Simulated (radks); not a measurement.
The numbers below are computed, except where a source is named.
Neutral platinum inside a hard spherical wall (all orbitals vanish at R), configuration held at [Xe] 4f14 5d9 6s1 and not refilled when levels cross. Code: a radial shooting solver on a logarithmic mesh with Libxc functionals. Model: scalar-relativistic Kohn-Sham, r2SCAN, spin-polarised, spherical densities, finite nucleus; open shells are filled with parallel spins first (spin-orbit coupling, left out, can overturn this in heavy ions); meta-GGA in the generalised Kohn-Sham scheme; Fermi nuclear charge, rms radius 5.427 fm. Eigenvalues in eV for spin up, with the zero of energy where the potential of the charges vanishes at infinity; a dash marks a level that is unbound or too diffuse for the functional's potential to be trusted. A positive occupied level is held by the wall or, in an anion where self-interaction has pushed it up, behind a barrier. The pressure on the wall is -dE/dV.

R (bohr)  E (hartree)  kinetic (hartree)    e(4f)    e(5p)   e(5d)   e(6s)  e(6p, empty)  e(7s, empty)  pressure (GPa)
free      -18411.7777          20525.223  -70.798  -57.771  -6.747  -6.406             -             -               0
12        -18411.7777          20525.224  -70.797  -57.771  -6.746  -6.405        -0.710         1.400        0.000104
8         -18411.7766          20525.235  -70.726  -57.700  -6.683  -6.346        -0.321         4.834          0.0571
7         -18411.7733          20525.264  -70.578  -57.554  -6.554  -6.214         0.126         7.439           0.295
6         -18411.7599          20525.359  -70.147  -57.138  -6.187  -5.803         1.146        12.312            1.62
5         -18411.7045          20525.691  -68.897  -55.964  -5.151  -4.494         3.678        22.297            9.93
3.5       -18411.0486          20528.764  -61.057  -49.099   1.387   5.632        19.206        69.177             230
3         -18410.0486          20532.957  -53.582  -42.968   7.985  17.578        35.772        111.35             810
2         -18397.9630          20579.654   -8.695   -5.565  54.731  118.41        159.44        374.54           19600
